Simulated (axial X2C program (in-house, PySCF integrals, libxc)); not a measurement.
# Worked dissociation energy of InC: HF, with spin–orbit coupling

Computed with an axial X2C code built on PySCF integrals. Two-component (2c) means X2C with spin–orbit coupling and atomic mean-field two-electron Coulomb and Gaunt terms. Basis: In dyall-cv3z [11s12p9d4f1g], C dyall-v3z [7s6p2d1f] (cores contracted in-house); Gaussian nuclei, density fitting, unrestricted open shells. Masses: In 114.904 u, C 12.000 u.

Molecular state: Ω = 3/2 (⟨Sz⟩ = 1.50, ⟨Lz⟩ = 0.00 at HF).

| Quantity | Value |
| --- | --- |
| E(In) (2M_J = 1) | -5875.856303 hartree |
| E(C) (2M_J = 2) | -37.707076 hartree |
| E(InC) at Re | -5913.629819 hartree |
| ωe | 480.6 cm⁻¹ |
| ωexe | 2.76 cm⁻¹ |

Question: Work out De and D0.

Answer: De = -5875.856303 + (-37.707076) − (-5913.629819) = 0.06644 hartree = 1.808 eV. The zero-point energy is ωe/2 − ωexe/4 = 240 cm⁻¹ = 0.030 eV, so D0 = 1.778 eV.

The state is a single determinant with fixed occupations, the lowest that a limited PBE0 search found. De is counted from the lowest determinant-based energies of the atoms at the same level, without counterpoise correction. With several unpaired electrons one determinant need not be a pure state. This is the top spin component of a Σ state; components of lower Ω are not single determinants and can lie lower.

Hartree–Fock lacks correlation and underbinds, often by eV.

Each atomic determinant is the lowest at this level and need not be a pure J level. Totals compare only within one Hamiltonian and basis.
